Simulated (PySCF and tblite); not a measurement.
Results of a calculation; reference values are marked as such.
Stationary points of C₂H₄Cl₂O₂Si at B3LYP-D3(BJ)/def2-SVP, in Å:

Structure A

```
 1 O     2.778   -0.116    0.736
 2 C     2.254    0.685    0.015
 3 O     0.941    0.705   -0.278
 4 Si   -0.166   -0.438    0.342
 5 Cl   -0.450   -0.098    2.351
 6 C    -1.741   -0.041   -0.596
 7 Cl   -2.997   -1.271   -0.177
 8 H     2.783    1.510   -0.507
 9 H     0.307   -1.813    0.105
10 H    -1.574   -0.076   -1.683
11 H    -2.129    0.954   -0.335
```

Structure B

```
 1 O     1.298    0.389    0.687
 2 C     1.859    0.896   -0.418
 3 O     1.482    0.670   -1.538
 4 Si   -0.001   -0.730    0.575
 5 Cl   -0.467   -1.131    2.538
 6 C    -1.459    0.080   -0.281
 7 Cl   -2.815   -1.113   -0.373
 8 H     2.715    1.555   -0.163
 9 H     0.460   -1.962   -0.093
10 H    -1.181    0.372   -1.304
11 H    -1.813    0.967    0.263
```

Structure C

```
 1 O     2.016   -0.371    0.416
 2 C     1.968    0.781   -0.094
 3 O     0.816    1.221   -0.350
 4 Si    0.037   -0.490    0.412
 5 Cl   -0.289    0.034    2.384
 6 C    -1.531   -0.081   -0.571
 7 Cl   -2.805   -1.291   -0.160
 8 H     2.880    1.365   -0.301
 9 H     0.164   -1.959    0.249
10 H    -1.349   -0.131   -1.655
11 H    -1.907    0.922   -0.329
```

Level: PBE0/pcSseg-1 + D3(BJ) on B3LYP-D3(BJ)/def2-SVP stationary points, with GFN2-xTB thermal terms.

Which structure is a saddle point, and along which motion?

C: one imaginary mode (272i cm⁻¹ at GFN2-xTB, mostly on O1, O3, Si4), along the shift of Si4 from O3 to O1.

Give their symmetry and energies above the lowest.

A C1, 0.4 kcal/mol; B C1, 0.0 kcal/mol; C C1, 14.8 kcal/mol.
